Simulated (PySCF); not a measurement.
Ga (SMILES [Ga+]), charge +1, singlet.

The PySCF input:
```python
from pyscf import gto, scf, dft

mol = gto.Mole()
mol.atom = '''
    Ga    0.000000    0.000000    0.000000
'''
mol.basis = '6-311g**'
mol.charge = 1
mol.spin = 0
mol.verbose = 4
mol.build()

mf = dft.RKS(mol)
mf.xc = 'b3lyp'
mf = mf.density_fit(auxbasis='def2-universal-jkfit')
mf.kernel()
```

Question: What does this run give for the HOMO-LUMO gap, number of basis functions?

Answer: 
| Quantity | Result |
|---|---|
| HOMO-LUMO gap | 8.38 eV |
| number of basis functions | 44 |
